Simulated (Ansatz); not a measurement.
# Molecular dynamics of CH₇BFN

Input file:

```yaml
crystal:
  periodic: [false, false, false]
  atoms:
    - { symbol: B, position_ang: [0.109774, 0.605504, -0.504516] }
    - { symbol: F, position_ang: [-0.168467, 0.212202, 2.24987] }
    - { symbol: "N", position_ang: [1.271717, -0.036343, -0.930136] }
    - { symbol: H, position_ang: [1.2665, -0.907153, -1.445828] }
    - { symbol: H, position_ang: [2.201595, 0.298638, -0.721584] }
    - { symbol: C, position_ang: [-1.334097, 0.058809, -0.828816] }
    - { symbol: H, position_ang: [-1.467986, -0.95575, -0.43091] }
    - { symbol: H, position_ang: [-2.132341, 0.679606, -0.410729] }
    - { symbol: H, position_ang: [-1.498985, -0.001873, -1.913635] }
    - { symbol: H, position_ang: [0.284724, 1.640179, 0.102786] }
    - { symbol: H, position_ang: [0.026766, 0.931681, 1.677] }
basis:
  gaussian: { orbitals: "6-31G*" }
hamiltonian:
  xc: b3lyp
  dispersion: d4
md:
  timestep: 0.5
  n_steps: 200
  ensemble: nve
  temperature: 300.0
  initial_velocities: maxwell_boltzmann
  seed: 6885
```

Command:

```bash
$ ansatz run input.yaml --threads 1 --pin off --max-ram 2048MiB --backend cpu --events-out ev --progress --plain --runs-dir out
```

It starts at the highest image of a converged band, a first-order saddle point between two minima.

Output, in part (step lines, the closing report, with atoms numbered from 0):

```
md step     0: t =     0.00 fs  T =   300.0 K  F+E_penalty+E_count = -6035.58218283 eV  E_kin = 0.349002 eV  conserved = -6035.23318083 eV  (23 SCF iters)
[... lines left out ...]
Total energy: -6035.48788409 eV, -221.8000887396 hartree
Atom 0 at     0.191641     0.614395    -0.541624 Å, force     0.831082     0.120682     0.822153 eV/Å
Atom 1 at    -0.304408     0.152392     2.313641 Å, force     0.259486     0.569360    -0.477667 eV/Å
Atom 2 at     1.310376     0.012089    -1.147099 Å, force     0.012351    -0.223898     0.138416 eV/Å
Atom 3 at     1.264879    -0.924434    -1.550920 Å, force    -0.115130     0.415055    -0.063888 eV/Å
Atom 4 at     2.274876     0.335450    -1.064380 Å, force    -0.498301     0.014053     0.099412 eV/Å
Atom 5 at    -1.264655     0.087837    -0.655612 Å, force     0.119981    -0.972236    -2.305345 eV/Å
Atom 6 at    -1.877349     0.133569     0.206150 Å, force    -0.510216     0.287663     1.151279 eV/Å
Atom 7 at    -1.755007     0.683745    -1.463848 Å, force     0.045703    -0.201580     0.423489 eV/Å
Atom 8 at    -1.299912    -0.972017    -1.021431 Å, force     0.021235     0.609923     0.197419 eV/Å
Atom 9 at     0.413564     1.591266     0.170928 Å, force     0.061221    -0.069972    -0.445037 eV/Å
Atom 10 at    -0.021210     0.850805     1.727649 Å, force    -0.227411    -0.549050     0.459771 eV/Å
Dipole moment:     0.349034     0.011859    -0.463199 e Å
```

The steps, from the saved trajectory:

| time (fs) | T (K) | potential energy less start (eV) | conserved less start (meV/atom) |
| --- | --- | --- | --- |
| 0 | 300 | 0.000 | 0.00 |
| 3 | 173 | 0.151 | 0.22 |
| 6 | 111 | 0.222 | 0.19 |
| 9 | 120 | 0.211 | 0.10 |
| 12 | 155 | 0.171 | 0.17 |
| 15 | 191 | 0.128 | 0.17 |
| 18 | 194 | 0.125 | 0.10 |
| 21 | 158 | 0.166 | 0.15 |
| 24 | 108 | 0.227 | 0.24 |
| 27 | 203 | 0.113 | 0.05 |
| 30 | 168 | 0.156 | 0.21 |
| 33 | 194 | 0.125 | 0.14 |
| 36 | 171 | 0.152 | 0.12 |
| 39 | 145 | 0.182 | 0.19 |
| 42 | 180 | 0.142 | 0.15 |
| 45 | 189 | 0.131 | 0.15 |
| 48 | 195 | 0.124 | 0.16 |
| 51 | 153 | 0.173 | 0.18 |
| 54 | 183 | 0.137 | 0.10 |
| 57 | 153 | 0.174 | 0.24 |
| 60 | 235 | 0.077 | 0.11 |
| 63 | 241 | 0.070 | 0.12 |
| 66 | 175 | 0.148 | 0.23 |
| 69 | 177 | 0.144 | 0.10 |
| 72 | 147 | 0.180 | 0.16 |
| 75 | 171 | 0.153 | 0.20 |
| 78 | 208 | 0.108 | 0.15 |
| 81 | 256 | 0.052 | 0.08 |
| 84 | 174 | 0.149 | 0.26 |
| 87 | 203 | 0.114 | 0.08 |
| 90 | 177 | 0.144 | 0.10 |
| 93 | 153 | 0.173 | 0.25 |
| 96 | 247 | 0.062 | 0.08 |
| 99 | 215 | 0.100 | 0.14 |

The run went to its last step. The conserved energy stayed within 0.29 meV per atom of its start (net change 0.11 meV per atom), so the integration is sound. A run of 0.1 ps of so small a system gives no equilibrium averages. The orbitals stay closed-shell, which can raise the energy where a bond breaks towards radicals; this wasn't checked here.

Between its relaxed ends the band would form B1–H10, F2–H11 and break B1–F2, H10–H11. These pairs go: B1–H10 1.21 → 1.23 Å, F2–H11 0.94 → 0.95 Å, B1–F2 2.80 → 2.93 Å, H10–H11 1.75 → 1.78 Å. In the last frame they stand as after the step (other bonds may differ from the relaxed reactants and products). It ends as CH6BN + FH. Pairs count as bonded within 1.25 times the sum of covalent radii (0.12 Å more for H–H).

Last frame:

```xyz
11
Properties=species:S:1:pos:R:3
B 0.192 0.614 -0.542
F -0.304 0.152 2.314
N 1.310 0.012 -1.147
H 1.265 -0.924 -1.551
H 2.275 0.336 -1.064
C -1.265 0.088 -0.656
H -1.877 0.134 0.206
H -1.755 0.684 -1.464
H -1.300 -0.972 -1.021
H 0.414 1.591 0.171
H -0.021 0.851 1.728
```

The run took 7.1 min on 1 thread of Arm Neoverse V2 (shared host), peak memory 0.14 GiB.
